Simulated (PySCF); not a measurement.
# Exercise with solution: oscillator strength and radiative lifetime

BH3S3, SMILES SB(S)S.

Coordinates come from a PBE0-D3(BJ)/def2-SVP optimisation. Other conformers were not sampled.

TDA-ωB97X/def2-SVPD (PySCF) puts the first singlet state with f over 0.02 at 6.27 eV (vertical), with the transition dipole (-1.083, 0.685, 0.000) in atomic units.

Problem. Find the oscillator strength, the wavelength and the radiative lifetime that this transition would have in vacuum if emission retraced absorption.

Solution. 
|μ|² = 1.6421 au, so |μ| = 3.26 D. ΔE = 6.27/27.211 = 0.2304 hartree. f = (2/3) ΔE |μ|² = 0.252 (the program prints 0.252).
λ = 1239.84/6.27 = 198 nm; ν = 50571 cm⁻¹.
Einstein's coefficient A = 0.6670 ν² f s⁻¹ (ν in cm⁻¹) = 4.3e8 s⁻¹, so τ = 1/A = 2.3 ns. This state is S3; the lower singlets have f = 0.000, 0.000. The figure is the radiative limit of this one transition; relaxation, internal conversion, crossing to triplets and a medium change what is measured.
